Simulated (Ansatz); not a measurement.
Stepwise reaction of `[F][In]([F])[I]` with hydrogen, as a gas-phase model of exchange steps in deposition or etching. ΔE in kJ/mol; ΔG adds harmonic PBE0-D4 terms to CCSD(T)/CBS, at 1 bar.

Isolated molecules relaxed with PBE0-D4/def2-TZVP in Ansatz; ΔE leaves out vibrations. CBS: MP2 limit from def2 TZ/QZ plus the TZ coupled-cluster correction, frozen cores. This one scheme is used for every species. DFT in def2-TZVPP. B3LYP here is the variant with VWN-RPA as its local correlation; programs differ in this. def2 core potentials past Kr. For I, In outer-core shells are correlated without core-valence functions, which leaves a few kJ/mol of doubt a bond.

```tsv
step	reaction	PBE-D4	B3LYP-D4	ωB97M-V	CCSD(T)/CBS	ΔG(400 K)
1	`[F][In]([F])[I]` + H₂ → `[F][InH][I]` + H–F	21.2	22.1	17.6	19.3	17.3
```

**Question.** Give the row of step 2, `[F][InH][I]` + H₂ → `[InH2][I]` + H–F. (Best estimate.)

**Answer.** Ansatz gave: 
| step | reaction | PBE-D4 | B3LYP-D4 | ωB97M-V | CCSD(T)/CBS | ΔG(400 K) |
| --- | --- | --- | --- | --- | --- | --- |
| 2 | `[F][InH][I]` + H₂ → `[InH2][I]` + H–F | 47.3 | 48.2 | 42.9 | 44.6 | 47.4 |

**Question.** By hand: ΔE of the 2 steps together at CCSD(T)/CBS.

**Answer.** (19.3) + (44.6) = 63.9 kJ/mol, or 32.0 kJ/mol a step.

In ΔE each step is higher than the one before. All are uphill at CCSD(T)/CBS. ΔG lies between 17.3 and 47.4 kJ/mol a step. PBE-D4 differs from CCSD(T)/CBS by 1.9 to 2.7 kJ/mol a step. Isolated molecules leave out the surface, adducts and barriers. Largest T1 diagnostic: 0.015.
